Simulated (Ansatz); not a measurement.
iodoethene (C₂H₃I), SMILES IC=C.

Geometry: B3LYP-D3(BJ)/def2-TZVP. The def2 effective core potentials stand for the cores of I; spin–orbit coupling is left out.

Two levels are set side by side: PBE/def2-SVPD (Ansatz, a program for electronic structure) and PBE0/def2-SVPD (Ansatz). Energy differences of separate SCF runs at the same geometry; the states with an electron removed or added have multiplicity 2 and 2. Differences are taken from unrounded values.

| quantity | PBE0 |
|---|---|
| vertical ionisation energy (eV) | 9.29 |
| vertical singlet–triplet gap (eV) | 4.08 |

**Question.** What does PBE give, and how far is it from PBE0? (An estimate is asked for; the answer gives what the named calculation found.)

**Answer.** 
| quantity | PBE | PBE minus PBE0 |
|---|---|---|
| vertical ionisation energy (eV) | 9.15 | -0.14 |
| vertical singlet–triplet gap (eV) | 4.12 | 0.04 |

Here PBE gives about what the other level gives.
